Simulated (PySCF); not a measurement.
C2H5Cl2Si, SMILES [CH2][Si](C)(Cl)Cl, multiplicity 2.

Geometry: PBE-D3(BJ)/def2-SVP. The isomer is the one that the SMILES or the coordinates give; other isomers of the formula were not compared.

Calculation: PBE-D3(BJ)/def2-SVP in PySCF.

Frequencies are harmonic and unscaled.

Question: Estimate the vibrational spectrum. (Estimate from the structure and the level; the computed values follow.)

Answer: 
```
mode  ν (cm⁻¹)  IR (km/mol)  moving atoms (share of kinetic energy)
----  --------  -----------  --------------------------------------
1           35          0.2                                  H 97 %
2          154          0.0                                  H 97 %
3          157          1.6                 Cl 56 %, C 28 %, H 13 %
4          159          0.2                 C 46 %, H 28 %, Cl 26 %
5          209          0.2        C 33 %, Cl 29 %, H 27 %, Si 11 %
6          215          2.0        Cl 32 %, C 27 %, H 26 %, Si 15 %
7          226         10.8        C 31 %, Si 29 %, Cl 22 %, H 18 %
8          461         30.7                Cl 54 %, Si 21 %, C 19 %
9          522         12.2        H 33 %, Si 29 %, Cl 26 %, C 12 %
10         577        143.9        H 45 %, Si 25 %, C 18 %, Cl 12 %
11         652          3.0                          H 63 %, C 32 %
12         702         28.1                 C 44 %, H 35 %, Si 20 %
13         775         83.4                 H 69 %, C 21 %, Si 10 %
14         793         80.8                 H 36 %, C 32 %, Si 32 %
15         821         84.1                 H 44 %, Si 28 %, C 28 %
16        1219         25.9                          H 77 %, C 22 %
17        1311          8.0                          H 87 %, C 13 %
18        1374          3.1                                  H 96 %
19        1376          3.9                                  H 96 %
20        2981          0.2                                  H 97 %
21        3070          0.1                                  H 95 %
22        3084          0.9                           H 91 %, C 9 %
23        3095          0.2                           H 91 %, C 9 %
24        3181          0.1                          H 90 %, C 10 %
```
